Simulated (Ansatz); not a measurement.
Cost and result for the atomization energy of `BSCB[SiH3]` (13 atoms, 12 bonds).

Cartesian coordinates in Å:
```
B -1.213 -0.697 2.336
S -1.121 0.489 1.054
C -0.966 -0.465 -0.485
B 0.310 -0.230 -1.343
Si 1.710 1.173 -0.953
H -1.300 -0.264 3.443
H -1.190 -1.867 2.096
H -1.818 -0.204 -1.131
H -1.102 -1.529 -0.261
H 0.434 -0.961 -2.287
H 2.628 1.397 -2.102
H 1.105 2.477 -0.566
H 2.521 0.680 0.198
```

Total charge 0; spin multiplicity 1. Geometry: relaxed with PBE0-D4/def2-TZVP. It is one conformer, not always the lowest. Program: Ansatz. All runs use 4 threads of an Arm Neoverse V2 on a shared host. Times are those of one run each, without the atoms' runs, and a repeat can differ threefold. Electronic energies, without spin–orbit coupling; frozen cores. CCSD(T)/CBS adds CCSD(T) − MP2 in def2-TZVPP to the MP2 limit, and its time is that of the two runs behind it. T1 = 0.014. B3LYP takes the VWN-RPA correlation (the form of Gaussian; ORCA's B3LYP/G).

CCSD(T)/CBS is a level of theory with its own doubt, some kJ/mol a heavy atom from the limit and from the frozen cores, so smaller differences don't rank the functionals.

| level | functions | wall time | atomization (kJ/mol) | difference from CCSD(T)/CBS | per bond |
| --- | --- | --- | --- | --- | --- |
| PBE-D4/def2-TZVPP (with forces) | 289 | 2.6 s | 4430.7 | 66.2 | 5.5 |
| PBE0-D4/def2-TZVPP | 289 | 3.1 s | 4398.6 | 34.1 | 2.8 |
| r2SCAN-D4/def2-TZVPP (with forces) | 289 | 4.7 s | 4416.4 | 51.9 | 4.3 |
| B3LYP-D4/def2-TZVPP (with forces) | 289 | 4.8 s | 4397.5 | 33.0 | 2.7 |
| B2PLYP/def2-TZVPP | 289 | 6 s | 4335.4 | -29.1 | -2.4 |
| ωB97X-V/def2-TZVPP | 289 | 8 s | 4409.6 | 45.1 | 3.8 |
| ωB97M-V/def2-TZVPP (with forces) | 289 | 12 s | 4405.3 | 40.8 | 3.4 |
| MP2/def2-QZVPP | 551 | 23 s | 4351.9 | -12.6 | -1.0 |
| CCSD(T)/def2-TZVPP | 289 | 2.6 min | 4266.6 | -97.9 | -8.2 |
| CCSD(T)/CBS(def2) | – | 3 min | 4364.5 | 0.0 | 0.0 |

The D4 term adds +47.3 kJ/mol with B3LYP and +25.0 kJ/mol with PBE0; it sums over pairs of atoms, weighted by their polarisabilities, and B3LYP, whose exchange is more repulsive, gets the larger term. In def2-TZVPP, CCSD(T) changes the Hartree–Fock value by +896.5 kJ/mol (the triples alone add +51.5 kJ/mol) and MP2 by +924.5 kJ/mol; breaking electron pairs costs correlation energy, which Hartree–Fock lacks. From PBE to PBE0 (25 % exact exchange), in def2-TZVPP and without D4, the atomization energy moves by −27.9 kJ/mol: exact exchange takes away binding that semilocal exchange gives to molecules.
